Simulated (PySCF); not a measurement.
ClRb, charge +1, doublet, geometry from GFN2-xTB (such geometries of metal compounds can be far from the true shape) (a state made from the parent by changing its charge; the spin is typed, not shown lowest) (core potentials on Rb); PBE/def2-TZVP (PySCF).

Here is a job for PySCF.
```python
from pyscf import gto, scf, dft

mol = gto.M(
    atom='''
Rb   -0.00000000   -0.00000000   -1.02590000
Cl    0.00000000    0.00000000    2.23284117
''',
    basis='def2-tzvp',
    ecp={'Rb': 'def2-tzvp'},
    charge=1,
    spin=1,
    verbose=4,
)

mf = dft.UKS(mol)
mf.xc = 'pbe'
mf.kernel()
```

The log (banner, timings and long lists left out):

```
PySCF version 2.14.0

[INPUT] verbose = 4
[INPUT] num. atoms = 2
[INPUT] num. electrons = 25
[INPUT] charge = 1
[INPUT] spin (= nelec alpha-beta = 2S) = 1
[INPUT] symmetry False subgroup None
[INPUT] Mole.unit = angstrom
[INPUT] Symbol           X                Y                Z      unit          X                Y                Z       unit  Magmom
[INPUT]  1 Rb     0.000000000000   0.000000000000  -1.025900000000 AA    0.000000000000   0.000000000000  -1.938670031191 Bohr   0.0
[INPUT]  2 Cl     0.000000000000   0.000000000000   2.232841170000 AA    0.000000000000   0.000000000000   4.219458290953 Bohr   0.0

nuclear repulsion = 24.845211401297
number of shells = 26
number of NR pGTOs = 106
number of NR cGTOs = 70
basis = def2-tzvp
ecp = {'Rb': 'def2-tzvp'}

******** <class 'pyscf.dft.uks.UKS'> ********
method = UKS
initial guess = minao
damping factor = 0
level_shift factor = 0
DIIS = <class 'pyscf.scf.diis.CDIIS'>
diis_start_cycle = 1
diis_space = 8
diis_damp = 0
SCF conv_tol = 1e-09
SCF conv_tol_grad = None
SCF max_cycles = 50
direct_scf = True
direct_scf_tol = 1e-13
number electrons alpha = 13  beta = 12
XC library pyscf.dft.libxc version 7.1.2
    S. Lehtola, C. Steigemann, M. J. T. Oliveira, and M. A. L. Marques,  SoftwareX 7, 1–5 (2018)
XC functionals = pbe
    J. P. Perdew, K. Burke, and M. Ernzerhof,  Phys. Rev. Lett. 77, 3865 (1996)
    J. P. Perdew, K. Burke, and M. Ernzerhof,  Phys. Rev. Lett. 78, 1396 (1997)
    J. P. Perdew, K. Burke, and M. Ernzerhof,  Phys. Rev. Lett. 77, 3865 (1996)
    J. P. Perdew, K. Burke, and M. Ernzerhof,  Phys. Rev. Lett. 78, 1396 (1997)
radial grids:
    Treutler-Ahlrichs [JCP 102, 346 (1995); DOI:10.1063/1.469408] (M4) radial grids

becke partition: Becke, JCP 88, 2547 (1988); DOI:10.1063/1.454033
pruning grids: <function nwchem_prune>
grids dens level: 3
symmetrized grids: False
atomic radii adjust function: <function treutler_atomic_radii_adjust>
small_rho_cutoff = 0
Set gradient conv threshold to 3.16228e-05
tot grids = 40792
init E= -481.384176340812

cycle= 1 E= -483.861085972797  delta_E= -2.48  |g|= 0.214  |ddm|= 1.64
cycle= 2 E= -483.881281157545  delta_E= -0.0202  |g|= 0.114  |ddm|= 0.565
cycle= 3 E= -483.888555442946  delta_E= -0.00727  |g|= 0.0197  |ddm|= 0.186
cycle= 4 E= -483.888741586746  delta_E= -0.000186  |g|= 0.00666  |ddm|= 0.0193
cycle= 5 E= -483.888763979086  delta_E= -2.24e-05  |g|= 0.000469  |ddm|= 0.0062
cycle= 6 E= -483.888764078767  delta_E= -9.97e-08  |g|= 7.94e-05  |ddm|= 0.000564
cycle= 7 E= -483.888764081915  delta_E= -3.15e-09  |g|= 4.29e-05  |ddm|= 0.000131
cycle= 8 E= -483.88876408266  delta_E= -7.45e-10  |g|= 4.42e-06  |ddm|= 3.84e-05
Extra cycle  E= -483.888764082664  delta_E= -4.77e-12  |g|= 3.25e-06  |ddm|= 5.95e-06
converged SCF energy = -483.888764082664  <S^2> = 0.75302081  2S+1 = 2.0030185
```
